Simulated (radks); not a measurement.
The numbers below are computed, except where a source is named.
Q: The mean radii <r> (bohr) of the occupied orbitals of an atom or ion are listed with their occupations. Level of theory: Dirac Kohn-Sham, B86b exchange with PBE correlation, spin-unpolarised, spherical densities, finite nucleus; Fermi nuclear charge, rms radius of each element as measured or else 0.836 A^(1/3) + 0.57 fm (a radial shooting solver on a logarithmic mesh with Libxc functionals).

orbital     occ.      <r>
1s1/2          2  0.08571
2s1/2          2   0.4138
2p1/2          2   0.3748
2p3/2          4   0.3772
3s1/2          2    1.368
3p1/2    1.66667    1.547
3p3/2    3.33333    1.555

Name the element and its charge. Open shells, if any, are shared by 2j + 1.

A: Z = 18, argon, charge +1: Ar+ in [Ne] 3s2 3p5. The 1s radius gives Z: for a bare nucleus <r> = (2 gamma + 1)/(2Z) with gamma = sqrt(1 - (Z/c)^2), 0.08285 bohr for Z = 18, and screening makes it slightly larger (0.08571 here). The occupations add up to 17, and the charge is Z minus that.
